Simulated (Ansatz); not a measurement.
Computed with Ansatz on PBE0-D4/def2-TZVP structures; ΔE is electronic, products minus reactants. CBS: MP2 limit from def2 TZ/QZ plus the TZ coupled-cluster correction, frozen cores. DFT in def2-TZVPP. B3LYP here is the variant with VWN-RPA as its local correlation; programs differ in this. One conformer a species, not always the lowest.

`BC1=C[SiH2]O1` + `N=C([SiH3])S` → `BSC(=N)[SiH3]` + `C1=C[SiH2]O1`  (ligand exchange at a B–C bond)

Problem. Is it downhill or uphill in electronic energy at CCSD(T)/CBS, and by how much? (An estimate is asked.)

Solution. Computed: Downhill: ΔE = -76.5 kJ/mol.

Problem. What do these levels give: r2SCAN-D4, PBE, B3LYP, CCSD(T)/def2-TZVPP, MP2/CBS(def2), CCSD/CBS(def2)? (An estimate is asked.)

Solution. Ansatz gave: r2SCAN-D4 -78.4, PBE -77.6, B3LYP -70.2, CCSD(T)/def2-TZVPP -77.1, MP2/CBS(def2) -79.3, CCSD/CBS(def2) -74.3 kJ/mol.

Largest T1 diagnostic among the species: 0.015.

In def2-TZVPP, CCSD(T) changes the Hartree–Fock value by −11.5 kJ/mol (the triples alone add −2.2 kJ/mol) and MP2 by −14.3 kJ/mol.
